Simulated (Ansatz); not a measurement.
The cluster Ca4O3⁺. Charge 1, multiplicity 2. Geometry PBE0-D4/def2-SVP.

| atom | x (Å) | y (Å) | z (Å) |
| --- | --- | --- | --- |
| Ca1 | 1.5358 | -0.3113 | -1.4851 |
| Ca2 | -1.0638 | -1.8583 | 0.2760 |
| Ca3 | -1.0135 | 1.1724 | -0.4664 |
| Ca4 | 0.9549 | 0.5190 | 1.8656 |
| O5 | -1.0146 | -0.0382 | 1.3457 |
| O6 | 1.1353 | 1.2412 | -0.1106 |
| O7 | -0.5342 | -0.7247 | -1.4252 |

The 6-31G sets use Cartesian d functions. B3LYP takes the VWN-RPA correlation. The structure comes from a short search, and lower isomers may exist.

Q: Estimate the α-spin orbital energies around the gap (eV) in Ansatz with PBE-D4/def2-SVP, B3LYP-D4/6-31G, PBE0-D4/def2-SVP, PBE0-D4/def2-TZVP, r2SCAN0-D4/def2-TZVP.

A: 
| orbital | PBE-D4/def2-SVP | B3LYP-D4/6-31G | PBE0-D4/def2-SVP | PBE0-D4/def2-TZVP | r2SCAN0-D4/def2-TZVP |
| --- | --- | --- | --- | --- | --- |
| HOMO−13 | -28.02 | -30.00 | -30.48 | -30.53 | -31.06 |
| HOMO−12 | -22.29 | -24.76 | -24.85 | -25.30 | -26.01 |
| HOMO−11 | -22.29 | -24.76 | -24.85 | -25.30 | -26.01 |
| HOMO−10 | -22.29 | -24.74 | -24.85 | -25.29 | -25.99 |
| HOMO−9 | -9.57 | -10.57 | -10.90 | -10.96 | -11.07 |
| HOMO−8 | -9.44 | -10.45 | -10.72 | -10.75 | -10.86 |
| HOMO−7 | -9.42 | -10.45 | -10.72 | -10.75 | -10.86 |
| HOMO−6 | -9.42 | -10.45 | -10.70 | -10.73 | -10.84 |
| HOMO−5 | -9.10 | -10.07 | -10.33 | -10.36 | -10.48 |
| HOMO−4 | -9.10 | -10.07 | -10.33 | -10.36 | -10.48 |
| HOMO−3 | -9.04 | -10.04 | -10.30 | -10.32 | -10.44 |
| HOMO−2 | -8.45 | -9.40 | -9.66 | -9.70 | -9.82 |
| HOMO−1 | -8.45 | -9.40 | -9.66 | -9.70 | -9.82 |
| HOMO | -6.33 | -6.61 | -6.79 | -6.83 | -6.82 |
| LUMO | -4.74 | -4.41 | -4.18 | -4.17 | -3.94 |
| LUMO+1 | -4.74 | -4.41 | -4.18 | -4.17 | -3.94 |
| LUMO+2 | -4.38 | -4.09 | -3.79 | -3.87 | -3.53 |
| LUMO+3 | -3.99 | -3.52 | -3.31 | -3.39 | -3.08 |
| LUMO+4 | -3.57 | -3.23 | -2.70 | -3.03 | -2.82 |
| LUMO+5 | -3.51 | -3.23 | -2.70 | -3.03 | -2.82 |
| β HOMO | -8.45 | -9.39 | -9.66 | -9.70 | -9.82 |
| β LUMO | -5.63 | -5.31 | -4.89 | -4.90 | -4.77 |
